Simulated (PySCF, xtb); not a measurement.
CH7NOSn, SMILES C[O][SnH2][NH2].

GFN2-xTB run with xtb at its own geometry gives an orbital gap of 4.81 eV and a dipole moment of 2.28 D.

Geometry optimised at B3LYP-D3(BJ)/def2-SVP. The structure was generated by enumeration; whether it is a known compound was not checked. The def2 effective core potentials stand for the cores of Sn; spin–orbit coupling is left out. The values are those of a single conformer.

**Question.** What does PySCF with CAM-B3LYP/def2-TZVP give? (Estimate from the structure and the level; the computed values follow.)

**Answer.** gap 9.33 eV (levels -8.70 and 0.63 eV), dipole 1.23 D.
